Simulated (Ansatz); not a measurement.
Cost and result for the atomization energy of C3H5FSi, SMILES `C=C1C[SiH]1F` (10 atoms, 10 bonds).

```xyz
10

C    -0.716   -0.721   -1.465
C    -0.209   -0.263   -0.335
C     0.372    1.081    0.130
Si    0.333   -0.270    1.377
F     1.681   -0.996    1.819
H    -1.049   -1.750   -1.558
H    -0.815   -0.091   -2.347
H     1.317    1.360   -0.337
H    -0.316    1.924    0.196
H    -0.598   -0.275    2.521
```

Total charge 0; spin multiplicity 1. All single points use the PBE0-D4/def2-TZVP geometry. Program: Ansatz. All runs use 4 threads of an Arm Neoverse V2 on a shared host. Times are those of one run each, without the atoms' runs, and a repeat can differ threefold. Electronic energies, without spin–orbit coupling; frozen cores. CCSD(T)/CBS adds CCSD(T) − MP2 in def2-TZVPP to the MP2 limit, and its time is that of the two runs behind it. T1 = 0.012; the RHF reference is unstable towards UHF. B3LYP takes the VWN-RPA correlation (the form of Gaussian; ORCA's B3LYP/G). HSE06 is the plane-wave form, built on full-range PBE exchange.

CCSD(T)/CBS is a level of theory with its own doubt, some kJ/mol a heavy atom from the limit and from the frozen cores, so smaller differences don't rank the functionals.

| level | functions | wall time |
| --- | --- | --- |
| LDA (SPW92)/def2-TZVPP | 236 | 0.95 s |
| PBE-D4/def2-TZVPP (with forces) | 236 | 1.8 s |
| PBE0-D4/def2-TZVPP | 236 | 2 s |
| BHLYP-D4/def2-TZVPP | 236 | 2 s |
| HSE06-D4/def2-TZVPP | 236 | 2.2 s |
| CCSD(T)/def2-SVP | 99 | 2.9 s |
| B3LYP-D4/def2-TZVPP (with forces) | 236 | 3.1 s |
| r2SCAN-D4/def2-TZVPP (with forces) | 236 | 3.3 s |
| r2SCANh-D4/def2-TZVPP | 236 | 3.5 s |
| B2PLYP/def2-TZVPP | 236 | 3.6 s |
| MP2/def2-QZVPP | 448 | 16 s |
| CCSD(T)/def2-TZVPP | 236 | 81 s |
| CCSD(T)/CBS(def2) | – | 96 s |

Problem. What atomization energy does each give, and how far from CCSD(T)/CBS? (An estimate is asked.)

Solution. Ansatz gave: 
| level | atomization (kcal/mol) | difference from CCSD(T)/CBS | per bond |
| --- | --- | --- | --- |
| LDA (SPW92)/def2-TZVPP | 1105.3 | 141.6 | 14.2 |
| PBE-D4/def2-TZVPP (with forces) | 987.7 | 24.0 | 2.4 |
| PBE0-D4/def2-TZVPP | 969.3 | 5.6 | 0.6 |
| BHLYP-D4/def2-TZVPP | 934.4 | -29.3 | -2.9 |
| HSE06-D4/def2-TZVPP | 970.1 | 6.4 | 0.6 |
| CCSD(T)/def2-SVP | 910.4 | -53.3 | -5.3 |
| B3LYP-D4/def2-TZVPP (with forces) | 962.9 | -0.8 | -0.1 |
| r2SCAN-D4/def2-TZVPP (with forces) | 969.1 | 5.4 | 0.5 |
| r2SCANh-D4/def2-TZVPP | 962.6 | -1.1 | -0.1 |
| B2PLYP/def2-TZVPP | 954.9 | -8.8 | -0.9 |
| MP2/def2-QZVPP | 974.8 | 11.1 | 1.1 |
| CCSD(T)/def2-TZVPP | 938.7 | -25.0 | -2.5 |
| CCSD(T)/CBS(def2) | 963.7 | 0.0 | 0.0 |

The D4 term adds +7.6 kcal/mol with B3LYP and +3.9 kcal/mol with PBE0; it sums over pairs of atoms, weighted by their polarisabilities, and B3LYP, whose exchange is more repulsive, gets the larger term. In def2-TZVPP, CCSD(T) changes the Hartree–Fock value by +228.3 kcal/mol (the triples alone add +15.5 kcal/mol) and MP2 by +249.5 kcal/mol; breaking electron pairs costs correlation energy, which Hartree–Fock lacks. From r2SCAN to r2SCAN0 (25 % exact exchange), in def2-TZVPP and without D4, the atomization energy moves by −15.9 kcal/mol: exact exchange takes away binding that semilocal exchange gives to molecules.
